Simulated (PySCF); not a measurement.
Isomers of C2H8N3Si2 (doublet state), one GFN2-xTB conformer each. Single-point energies are computed at B3LYP/pcH-1 (PySCF, gas phase, no added dispersion term), electronic only. GFN2-xTB treats the open shell by occupation alone, and not every SCF solution was tested for stability.

```json
{"SMILES": "C=C[Si]1([NH])N[SiH2]N1", "GFN2-xTB relative energy (kJ/mol)": "39.9"}
{"SMILES": "C=C[Si]1(N)N[SiH]N1", "GFN2-xTB relative energy (kJ/mol)": "0.0"}
{"SMILES": "C=C[Si@]1(N)[N][SiH2]N1", "GFN2-xTB relative energy (kJ/mol)": "54.3"}
```

Conformers: `[CH2:1]=[CH:2][Si:3]1([NH:4])[NH:5][SiH2:6][NH:7]1` (doublet state) with C1–C2–Si3–N4 -127°, C2–Si3–N4–H 1°, C2–Si3–N5–Si6 117°, Si3–N5–Si6–N7 -9°, N5–Si6–N7–Si3 9°, C2–Si3–N7–Si6 -116°; `[CH2:1]=[CH:2][Si:3]1([NH2:4])[NH:5][SiH:6][NH:7]1` (doublet state) with C1–C2–Si3–N4 -21°, C2–Si3–N4–H -179° and -43°; `[CH2:1]=[CH:2][Si@:3]1([NH2:4])[N:5][SiH2:6][NH:7]1` (doublet state) with C1–C2–Si3–N4 36°, C2–Si3–N4–H -165° and -27°, C2–Si3–N5–Si6 -96°, Si3–N5–Si6–N7 -12°, N5–Si6–N7–Si3 11°, C2–Si3–N7–Si6 109°.

Q: What does B3LYP/pcH-1 give for the same structures?

A: 
| SMILES | B3LYP/pcH-1 E (Eh) | B3LYP/pcH-1 (kJ/mol) | GFN2-xTB (kJ/mol) | point group |
| --- | --- | --- | --- | --- |
| C=C[Si]1(N)N[SiH]N1 | -824.37255 | 0.0 | 0.0 | C1 |
| C=C[Si@]1(N)[N][SiH2]N1 | -824.32305 | 130.0 | 54.3 | C1 |
| C=C[Si]1([NH])N[SiH2]N1 | -824.32103 | 135.3 | 39.9 | C1 |

Both levels put the same isomer lowest; measured from each level's own lowest isomer, the values differ by up to 95.4 kJ/mol (C=C[Si]1([NH])N[SiH2]N1: 39.9 against 135.3). Neighbours under 21 kJ/mol apart (C=C[Si@]1(N)[N][SiH2]N1 and C=C[Si]1([NH])N[SiH2]N1) can change places with a better method, another conformer or zero-point energy.
